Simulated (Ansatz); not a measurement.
Geometry optimisation, Ansatz 0.2.0, RKS PBE0-D4/STO-3G.

The input (input.yaml):

```yaml
crystal:
  periodic: [false, false, false]
  atoms:
    - { symbol: Si, position_ang: [0.0, 0.0, 0.0] }
    - { symbol: O, position_ang: [0.0, 0.0, 1.68] }
    - { symbol: H, position_ang: [-0.9095, -0.2814, 2.0171] }
    - { symbol: Cl, position_ang: [2.0086, 0.0, -0.7093] }
    - { symbol: O, position_ang: [-0.7913, 1.3709, -0.5594] }
    - { symbol: H, position_ang: [-1.7491, 1.1401, -0.7818] }
    - { symbol: Cl, position_ang: [-1.0032, -1.7381, -0.7093] }
basis:
  gaussian: { orbitals: STO-3G }
hamiltonian:
  xc: pbe0
  dispersion: d4
relax:
  f_tol: 0.02
  max_steps: 40
```

Run as:

```bash
$ ansatz run input.yaml --threads 1 --pin off --max-ram 2048MiB --backend cpu --events-out ev --progress --plain --runs-dir out
```

Where does it end, and by what steps?

It converged. Limits of this set-up: minimal basis. After 10 steps the energy has fallen by 0.222 eV; H6 moved furthest, 0.64 Å.

```
step  energy less start (eV)  largest force component (eV/Å)  accepted
   0                  0.0000                           0.962       yes
   1                 -0.0838                           0.359       yes
   2                 -0.1057                           0.215       yes
   3                 -0.1209                           0.339       yes
   4                 -0.1601                           0.252       yes
   5                  0.0556                           3.303        no
   6                 -0.1897                           0.260       yes
   7                 -0.2061                           0.242       yes
   8                 -0.2173                           0.140       yes
   9                 -0.2216                           0.041       yes
  10                 -0.2220                           0.011       yes
```

```xyz
7
Properties=species:S:1:pos:R:3
Si -0.126 -0.056 0.072
O 0.133 -0.158 1.725
H -0.790 -0.124 2.146
Cl 1.782 0.104 -0.774
O -1.101 1.269 -0.254
H -1.316 1.245 -1.243
Cl -1.027 -1.789 -0.735
```

Run time: 24 s on 1 thread of Arm Neoverse V2, with other jobs on the host, peak memory 0.12 GiB.
